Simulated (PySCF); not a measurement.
**Trend along the second period: MSi molecules**

PBE0 with double-zeta basis sets in PySCF, for the lowest determinant that a PBE0 search found; no spin–orbit coupling. De refers to high-spin ground-configuration atoms. A positive dipole means M(−)Si(+).

```json
{"M": "Li", "basis": "x2c-SVPall", "state (unpaired electrons)": "quartet (σ ↑, π ↑↑)", "Re (Å)": "2.360", "ωe (cm⁻¹)": "453", "De (eV)": "1.78", "μ (D)": "-6.07"}
{"M": "Be", "basis": "aug-cc-pVDZ/aug-cc-pV(D+d)Z", "state (unpaired electrons)": "triplet (π ↑↑)", "Re (Å)": "2.124", "ωe (cm⁻¹)": "579", "De (eV)": "1.64", "μ (D)": "-1.82"}
{"M": "B", "basis": "cc-pV(D+d)Z/cc-pVDZ", "state (unpaired electrons)": "quartet (σ ↑, π ↑↑)", "Re (Å)": "1.914", "ωe (cm⁻¹)": "770", "De (eV)": "3.51", "μ (D)": "0.47"}
{"M": "C", "basis": "cc-pV(D+d)Z/cc-pVDZ", "state (unpaired electrons)": "triplet (σ ↑, π ↑)", "Re (Å)": "1.719", "ωe (cm⁻¹)": "987", "De (eV)": "4.31", "μ (D)": "1.42"}
{"M": "N", "basis": "def2-SVP", "state (unpaired electrons)": "doublet (σ ↑)", "Re (Å)": "1.575", "ωe (cm⁻¹)": "1196", "De (eV)": "4.27", "μ (D)": "2.31"}
{"M": "O", "basis": "def2-SVP", "state (unpaired electrons)": "singlet (closed shell)", "Re (Å)": "1.523", "ωe (cm⁻¹)": "1261", "De (eV)": "7.63", "μ (D)": "2.70"}
```

The shortest bond is that of SiO (1.523 Å), the longest that of LiSi (2.360 Å).

The rows differ in basis set, which adds steps of its own.

The state changes along the series, so neighbouring rows are not always alike in their bonding.

States were picked by a PBE0 search and need not be the measured ground states.
